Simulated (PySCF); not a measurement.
C3H7Cl (SMILES CC(C)Cl), singlet, at a GFN2-xTB geometry; CCSD/cc-pVDZ in PySCF.

PySCF was given this input:
```python
from pyscf import gto, scf, cc

mol = gto.M(
    atom='''
C    -1.02055701   -1.28725533   -0.13065687
C     0.02176933   -0.25340076   -0.51544017
C     1.44079751   -0.74391247   -0.29382119
Cl   -0.23996821    1.22887505    0.47224574
H    -0.90486744   -1.57237315    0.91239789
H    -0.90068124   -2.17296343   -0.75147442
H    -2.02400186   -0.89432939   -0.27405756
H    -0.11707049    0.06418317   -1.55229100
H     1.58762230   -1.02215721    0.74716960
H     1.62617283   -1.61516157   -0.91898074
H     2.16022644    0.02933705   -0.55143197
''',
    basis='cc-pvdz',
    verbose=4,
    max_memory=1800,
)

mf = scf.RHF(mol)
mf.kernel()

mycc = cc.CCSD(mf, frozen=8)
mycc.kernel()
print('E(CCSD) = %.10f' % mycc.e_tot)
```

It wrote (shortened):

```
PySCF version 2.14.0

[INPUT] verbose = 4
[INPUT] num. atoms = 11
[INPUT] num. electrons = 42
[INPUT] charge = 0
[INPUT] spin (= nelec alpha-beta = 2S) = 0
[INPUT] symmetry False subgroup None
[INPUT] Mole.unit = angstrom
[INPUT] Symbol           X                Y                Z      unit          X                Y                Z       unit  Magmom
[INPUT]  1 C     -1.020557010000  -1.287255330000  -0.130656870000 AA   -1.928573243405  -2.432560026087  -0.246905700593 Bohr   0.0
[INPUT]  2 C      0.021769330000  -0.253400760000  -0.515440170000 AA    0.041138071615  -0.478858036157  -0.974040754899 Bohr   0.0
[INPUT]  3 C      1.440797510000  -0.743912470000  -0.293821190000 AA    2.722712694855  -1.405790828949  -0.555241578694 Bohr   0.0
[INPUT]  4 Cl    -0.239968210000   1.228875050000   0.472245740000 AA   -0.453474195502   2.322237285811   0.892415112093 Bohr   0.0
[INPUT]  5 H     -0.904867440000  -1.572373150000   0.912397890000 AA   -1.709951640636  -2.971354619120   1.724182128731 Bohr   0.0
[INPUT]  6 H     -0.900681240000  -2.172963430000  -0.751474420000 AA   -1.702040869134  -4.106305761396  -1.420080843416 Bohr   0.0
[INPUT]  7 H     -2.024001860000  -0.894329390000  -0.274057560000 AA   -3.824809191010  -1.690037612249  -0.517893730767 Bohr   0.0
[INPUT]  8 H     -0.117070490000   0.064183170000  -1.552291000000 AA   -0.221231163369   0.121288613106  -2.933404855627 Bohr   0.0
[INPUT]  9 H      1.587622300000  -1.022157210000   0.747169600000 AA    3.000171336252  -1.931597183150   1.411945912601 Bohr   0.0
[INPUT] 10 H      1.626172830000  -1.615161570000  -0.918980740000 AA    3.073021279909  -3.052213014223  -1.736621912350 Bohr   0.0
[INPUT] 11 H      2.160226440000   0.029337050000  -0.551431970000 AA    4.082236338644   0.055438989803  -1.042055399629 Bohr   0.0

nuclear repulsion = 166.809720232167
number of shells = 41
number of NR pGTOs = 168
number of NR cGTOs = 95
basis = cc-pvdz
ecp = {}

******** <class 'pyscf.scf.hf.RHF'> ********
method = RHF
initial guess = minao
damping factor = 0
level_shift factor = 0
DIIS = <class 'pyscf.scf.diis.CDIIS'>
diis_start_cycle = 1
diis_space = 8
diis_damp = 0
SCF conv_tol = 1e-09
SCF conv_tol_grad = None
SCF max_cycles = 50
direct_scf = True
direct_scf_tol = 1e-13
Set gradient conv threshold to 3.16228e-05
Initial guess from minao.
init E= -577.71296085136
  HOMO = -0.346654515899079  LUMO = 0.0893314124698792  gap/eV = 11.86378
cycle= 1 E= -577.136887181361  delta_E= 0.576  |g|= 0.423  |ddm|= 2.69
  HOMO = -0.404964519228554  LUMO = 0.146503901529943  gap/eV = 15.00622
cycle= 2 E= -577.186282205102  delta_E= -0.0494  |g|= 0.221  |ddm|= 0.574
  HOMO = -0.41881238977636  LUMO = 0.171888564078722  gap/eV = 16.07379
cycle= 3 E= -577.198476990448  delta_E= -0.0122  |g|= 0.046  |ddm|= 0.202
  HOMO = -0.425066310453037  LUMO = 0.172676160542135  gap/eV = 16.26540
cycle= 4 E= -577.199380203609  delta_E= -0.000903  |g|= 0.0068  |ddm|= 0.0714
  HOMO = -0.422732031808754  LUMO = 0.172780986757994  gap/eV = 16.20473
cycle= 5 E= -577.199402245117  delta_E= -2.2e-05  |g|= 0.0022  |ddm|= 0.0128
  HOMO = -0.423534232265466  LUMO = 0.172802299168307  gap/eV = 16.22714
cycle= 6 E= -577.19940532322  delta_E= -3.08e-06  |g|= 0.000683  |ddm|= 0.00577
  HOMO = -0.423604738687936  LUMO = 0.172839616161661  gap/eV = 16.23008
cycle= 7 E= -577.199405691032  delta_E= -3.68e-07  |g|= 0.000182  |ddm|= 0.002
  HOMO = -0.423640951375952  LUMO = 0.172853908308134  gap/eV = 16.23145
cycle= 8 E= -577.199405716644  delta_E= -2.56e-08  |g|= 3.74e-05  |ddm|= 0.000528
  HOMO = -0.423646495825811  LUMO = 0.172852402120369  gap/eV = 16.23156
cycle= 9 E= -577.199405717406  delta_E= -7.62e-10  |g|= 9.63e-06  |ddm|= 7.63e-05
  HOMO = -0.423646304418636  LUMO = 0.172852925066637  gap/eV = 16.23157
Extra cycle  E= -577.199405717442  delta_E= -3.68e-11  |g|= 3.49e-06  |ddm|= 1.63e-05
converged SCF energy = -577.199405717442

******** <class 'pyscf.cc.ccsd.CCSD'> ********
CC2 = 0
CCSD nocc = 13, nmo = 87
frozen orbitals 8
max_cycle = 50
direct = 0
conv_tol = 1e-07
conv_tol_normt = 1e-05
diis_space = 6
diis_start_cycle = 0
diis_start_energy_diff = 1e+09
Init t2, MP2 energy = -577.772400801967  E_corr(MP2) -0.57299508452486
Init E_corr(CCSD) = -0.572995084529781
cycle = 1  E_corr(CCSD) = -0.609810256311475  dE = -0.0368151718  norm(t1,t2) = 0.052377
cycle = 2  E_corr(CCSD) = -0.62274843354548  dE = -0.0129381772  norm(t1,t2) = 0.0157358
cycle = 3  E_corr(CCSD) = -0.626206427341022  dE = -0.0034579938  norm(t1,t2) = 0.00620167
cycle = 4  E_corr(CCSD) = -0.627205355548077  dE = -0.000998928207  norm(t1,t2) = 0.00178316
cycle = 5  E_corr(CCSD) = -0.627141048240942  dE = 6.43073071e-05  norm(t1,t2) = 0.000480408
cycle = 6  E_corr(CCSD) = -0.627126022220205  dE = 1.50260207e-05  norm(t1,t2) = 0.000102986
cycle = 7  E_corr(CCSD) = -0.627130148518888  dE = -4.12629868e-06  norm(t1,t2) = 3.76156e-05
cycle = 8  E_corr(CCSD) = -0.627131476389299  dE = -1.32787041e-06  norm(t1,t2) = 1.08203e-05
cycle = 9  E_corr(CCSD) = -0.627130879119165  dE = 5.97270134e-07  norm(t1,t2) = 3.72527e-06
cycle = 10  E_corr(CCSD) = -0.627130884841182  dE = -5.7220173e-09  norm(t1,t2) = 1.39961e-06
CCSD converged
E(CCSD) = -577.8265366022836  E_corr = -0.6271308848411823
E(CCSD) = -577.8265366023
```
